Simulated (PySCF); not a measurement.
Si(AsH2)2(H)2 (As₂H₆Si), SMILES [AsH2][SiH2][AsH2].

Geometry optimised at ωB97X-D3(BJ)/def2-SVP. This is a generated structure with no PubChem entry under its InChIKey; it may be hypothetical.

Computed with PBE0/def2-TZVP (PySCF).

The molecule is in vacuum.

**Question.** Estimate the frontier levels, gap, dipole moment and polarisability. (Estimate from the structure and the level; the computed values follow.)

**Answer.** 
```
Property                                                                                                         Value
---------------------------------------------------------------------------------------------  -----------------------
highest occupied level                                                                                        -6.89 eV
lowest empty level                                                                                            -0.38 eV
orbital gap                                                                                                    6.50 eV
dipole moment                                                                                                   0.42 D
quadrupole, principal values (traceless, Buckingham form, about the centre of nuclear charge)    -6.34, 2.00, 4.35 D·Å
mean static polarisability                                                                       93.6 bohr³ (13.87 Å³)
polarisability, principal values                                                               76.3, 86.1, 118.5 bohr³
```
